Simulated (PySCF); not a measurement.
Al(Cl)2(NH2) (AlCl2H2N), SMILES [NH2][Al]([Cl])[Cl]. Heavy atoms are numbered as in [Al:1]([Cl:2])([Cl:3])[NH2:4]. Hydrogens are named by the atom that carries them.

The structure is a stationary point at r2SCAN-D4/def2-SVP. The values are those of a single conformer.

Level of theory: KT2/pcSseg-1 run with PySCF.

GIAO shieldings, no solvent; atoms alike by connectivity are averaged. δ = σ(ref) − σ: ³⁵Cl against HCl (σ = 945.4 ppm); ¹⁵N against NH3 (σ = 266.2 ppm); ¹H against TMS (σ = 31.47 ppm), references at their B3LYP-D3(BJ)/def2-TZVP geometries, non-relativistic (without spin–orbit terms, shifts of atoms bonded to Cl or Br come out too high).

Computed chemical shifts:
| nucleus | atoms | count | δ (ppm) |
|---|---|---|---|
| ³⁵Cl | Cl2 | 2 | -9.4 |
| ¹⁵N | N4 (NH2) | 1 | 34.1 |
| ¹H | H on N4 | 2 | 1.37 |
